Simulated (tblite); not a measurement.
Compound: C6H8N2OSi.
SMILES with atom numbers: `[N:1]#[C:2][C@H:3]([CH2:4][SiH3:5])[c:6]1[n:7][cH:8][cH:9][o:10]1` (hydrogens: H11 on C3; H12, H13 on C4; H14, H15, H16 on Si5; H17 on C8; H18 on C9)

Computed with GFN2-xTB (tblite), gas phase: L-BFGS steps from a force-field or distance-geometry start until the largest atomic force falls under 0.01 eV/Å.

Step 19: E = -776.2020 eV
```
atom  x, y, z in Å  |  force x, y, z in eV/Å
N1     -0.5131   -0.4853   -3.4969   -0.016  -0.011   0.015
C2     -0.5931   -0.5454   -2.3586   -0.033   0.050   0.036
C3     -0.6825   -0.5678   -0.9134    0.014   0.013   0.059
C4     -1.5442    0.5977   -0.3982    0.017   0.029  -0.008
Si5    -1.6914    0.5816    1.5090   -0.026  -0.035  -0.031
C6      0.6954   -0.4767   -0.3512    0.047  -0.041   0.021
N7      1.2830   -1.3799    0.3675    0.012   0.002   0.028
C8      2.4858   -0.8343    0.7159   -0.010   0.020  -0.025
C9      2.5681    0.4050    0.1669    0.008   0.009   0.007
O10     1.4271    0.6366   -0.5182   -0.024  -0.031   0.038
H11    -1.0994   -1.5271   -0.5908   -0.012  -0.032  -0.053
H12    -2.5318    0.5398   -0.8598    0.006  -0.029   0.005
H13    -1.0990    1.5325   -0.7411    0.035   0.030   0.000
H14    -2.1382    1.8975    1.9583   -0.038   0.028  -0.046
H15    -2.6577   -0.4578    1.8586   -0.019  -0.021   0.014
H16    -0.4043    0.2776    2.1285    0.033   0.017   0.000
H17     3.1797   -1.3661    1.3345   -0.025   0.021  -0.061
H18     3.3066    1.1785    0.1774    0.030  -0.017   0.002
```

Step 20: E = -776.2030 eV
```
atom  x, y, z in Å  |  force x, y, z in eV/Å
N1     -0.5158   -0.4811   -3.4974   -0.016  -0.009   0.014
C2     -0.5939   -0.5440   -2.3591   -0.033   0.036   0.082
C3     -0.6815   -0.5706   -0.9125   -0.005   0.028   0.023
C4     -1.5427    0.5974   -0.3978    0.018   0.014   0.002
Si5    -1.6927    0.5818    1.5108   -0.017  -0.015  -0.054
C6      0.6973   -0.4790   -0.3518   -0.002  -0.039   0.011
N7      1.2857   -1.3813    0.3665   -0.003  -0.027   0.033
C8      2.4874   -0.8345    0.7147   -0.003   0.005  -0.018
C9      2.5679    0.4046    0.1666    0.014   0.017   0.002
O10     1.4270    0.6352   -0.5184   -0.021  -0.016   0.034
H11    -1.0991   -1.5313   -0.5915    0.003   0.007  -0.061
H12    -2.5319    0.5402   -0.8585    0.042  -0.027   0.011
H13    -1.0954    1.5322   -0.7413    0.017  -0.003   0.011
H14    -2.1447    1.8987    1.9542   -0.032   0.016  -0.046
H15    -2.6604   -0.4572    1.8583   -0.013  -0.023   0.016
H16    -0.4057    0.2841    2.1352    0.017   0.015  -0.010
H17     3.1828   -1.3652    1.3313   -0.011   0.007  -0.043
H18     3.3069    1.1764    0.1792    0.044   0.013  -0.005
```

Step 21: E = -776.2039 eV
```
atom  x, y, z in Å  |  force x, y, z in eV/Å
N1     -0.5187   -0.4777   -3.4969   -0.018  -0.005   0.023
C2     -0.5952   -0.5419   -2.3585   -0.025   0.021   0.092
C3     -0.6807   -0.5724   -0.9111   -0.018   0.032  -0.012
C4     -1.5410    0.5975   -0.3974    0.016  -0.002   0.014
Si5    -1.6943    0.5816    1.5117   -0.006   0.009  -0.049
C6      0.6990   -0.4817   -0.3520   -0.046  -0.024   0.007
N7      1.2881   -1.3831    0.3663   -0.012  -0.044   0.027
C8      2.4886   -0.8344    0.7133    0.009  -0.010  -0.007
C9      2.5679    0.4046    0.1664    0.013   0.019  -0.004
O10     1.4265    0.6337   -0.5179   -0.015   0.003   0.023
H11    -1.0990   -1.5349   -0.5934    0.012   0.039  -0.057
H12    -2.5311    0.5400   -0.8573    0.064  -0.020   0.011
H13    -1.0920    1.5321   -0.7415    0.002  -0.028   0.020
H14    -2.1510    1.9001    1.9497   -0.025  -0.005  -0.048
H15    -2.6630   -0.4573    1.8583   -0.001  -0.019   0.014
H16    -0.4064    0.2899    2.1406   -0.009   0.015  -0.024
H17     3.1852   -1.3643    1.3275    0.013  -0.012  -0.016
H18     3.3081    1.1746    0.1806    0.044   0.032  -0.013
```

**Question.** Estimate the geometry and energy of step 22. (The exact step hangs on the optimiser's Hessian estimate; all steps are aligned on step 21, rigid shifts and turns removed.)

**Answer.** E = -776.2049 eV, largest force 0.070 eV/Å
```
atom  x, y, z in Å  |  force x, y, z in eV/Å
N1     -0.5221   -0.4743   -3.4952   -0.020  -0.001   0.033
C2     -0.5970   -0.5392   -2.3567   -0.011   0.009   0.066
C3     -0.6800   -0.5738   -0.9095   -0.019   0.025  -0.032
C4     -1.5387    0.5975   -0.3965    0.012  -0.017   0.025
Si5    -1.6961    0.5815    1.5119    0.002   0.027  -0.022
C6      0.7003   -0.4851   -0.3518   -0.068   0.002   0.014
N7      1.2904   -1.3855    0.3665   -0.012  -0.042   0.012
C8      2.4899   -0.8345    0.7115    0.020  -0.022   0.005
C9      2.5681    0.4049    0.1662    0.007   0.011  -0.008
O10     1.4256    0.6320   -0.5169   -0.007   0.020   0.011
H11    -1.0988   -1.5380   -0.5967    0.010   0.055  -0.042
H12    -2.5290    0.5393   -0.8560    0.066  -0.012   0.004
H13    -1.0883    1.5316   -0.7413   -0.007  -0.040   0.025
H14    -2.1582    1.9016    1.9438   -0.016  -0.026  -0.049
H15    -2.6658   -0.4578    1.8586    0.017  -0.008   0.008
H16    -0.4072    0.2964    2.1457   -0.038   0.016  -0.038
H17     3.1879   -1.3636    1.3230    0.038  -0.031   0.010
H18     3.3102    1.1734    0.1818    0.026   0.034  -0.021
```

The energy changes by -0.0010 eV. The first-order estimate −F·Δx gives -0.0013 eV and the mean of the old and new forces, exact on a quadratic surface, -0.0010 eV. The step makes an angle of 69° with the force vector and moves no atom by more than 0.009 Å.

The cost below is that of the whole relaxation. On one thread of an AMD EPYC 9B45 (shared host), this took 0.7 s.
